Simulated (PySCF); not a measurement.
Isomers of C3H10O2Si2, mass 134.022 u with the commonest isotopes. Level of theory: wB97X-D/def2-SVPD in PySCF (dipole) on a GFN2-xTB geometry, gas phase. One conformer each, none proved a minimum here; rigid rotors.

**Question.** Order these by radius of gyration √(Σ m r²/M), smallest first.
A. `[CH3:1][O:2][SiH2:3][SiH:4]1[CH2:5][O:6][CH2:7]1` with C1–O2–Si3–Si4 -179°, O2–Si3–Si4–C5 140°
B. `[SiH3:1][O:2][CH2:3][SiH:4]1[CH2:5][O:6][CH2:7]1` with Si1–O2–C3–Si4 173°, O2–C3–Si4–C5 -171°
C. `[CH3:1][Si@@H:2]1[CH2:3][C@H:4]1[SiH:5]([OH:6])[OH:7]` with C3–C4–Si5–O6 -73°, C4–Si5–O6–H 52°, C4–Si5–O7–H 151°

**Answer.** C (2.239 Å), A (2.307 Å), B (2.440 Å).

**Question.** Order these by rotational constant A, smallest first.
A. `[CH3:1][O:2][SiH2:3][SiH:4]1[CH2:5][O:6][CH2:7]1` with C1–O2–Si3–Si4 -179°, O2–Si3–Si4–C5 140°
B. `[SiH3:1][O:2][CH2:3][SiH:4]1[CH2:5][O:6][CH2:7]1` with Si1–O2–C3–Si4 173°, O2–C3–Si4–C5 -171°
C. `[CH3:1][O:2][CH2:3][Si@H:4]1[CH2:5][O:6][SiH2:7]1` with C1–O2–C3–Si4 -177°, O2–C3–Si4–C5 -178°
D. `[CH3:1][Si@@H:2]1[CH2:3][C@H:4]1[SiH:5]([OH:6])[OH:7]` with C3–C4–Si5–O6 -73°, C4–Si5–O6–H 52°, C4–Si5–O7–H 151°

**Answer.** D (3772 MHz), C (4357 MHz), A (5418 MHz), B (5924 MHz).

**Question.** Order these by dipole moment, largest first.
A. `[CH3:1][O:2][CH2:3][Si@H:4]1[CH2:5][O:6][SiH2:7]1` with C1–O2–C3–Si4 -177°, O2–C3–Si4–C5 -178°
B. `[CH3:1][Si@@H:2]1[CH2:3][C@H:4]1[SiH:5]([OH:6])[OH:7]` with C3–C4–Si5–O6 -73°, C4–Si5–O6–H 52°, C4–Si5–O7–H 151°
C. `[SiH3:1][O:2][CH2:3][SiH:4]1[CH2:5][O:6][CH2:7]1` with Si1–O2–C3–Si4 173°, O2–C3–Si4–C5 -171°
D. `[CH3:1][O:2][SiH2:3][SiH:4]1[CH2:5][O:6][CH2:7]1` with C1–O2–Si3–Si4 -179°, O2–Si3–Si4–C5 140°

**Answer.** D (3.02 D), A (2.60 D), C (2.48 D), B (1.56 D).

```json
{"SMILES": "CO[SiH2][SiH]1COC1", "point group": "Cs", "Ia (u·Å²)": "93.27", "Ib (u·Å²)": "666.89", "Ic (u·Å²)": "667.02", "κ": "-1.00", "μa (D)": "3.01", "μb (D)": "0.14", "μc (D)": "0.28"}
{"SMILES": "[SiH3]OC[SiH]1COC1", "point group": "C1", "Ia (u·Å²)": "85.30", "Ib (u·Å²)": "738.29", "Ic (u·Å²)": "772.77", "κ": "-0.99", "μa (D)": "2.11", "μb (D)": "1.23", "μc (D)": "0.43"}
{"SMILES": "COC[Si@H]1CO[SiH2]1", "point group": "C1", "Ia (u·Å²)": "116.01", "Ib (u·Å²)": "614.50", "Ic (u·Å²)": "677.54", "κ": "-0.96", "μa (D)": "2.45", "μb (D)": "0.56", "μc (D)": "0.66"}
{"SMILES": "C[Si@@H]1C[C@H]1[SiH](O)O", "point group": "C1", "Ia (u·Å²)": "133.99", "Ib (u·Å²)": "566.71", "Ic (u·Å²)": "643.21", "κ": "-0.93", "μa (D)": "1.15", "μb (D)": "1.01", "μc (D)": "0.26"}
```
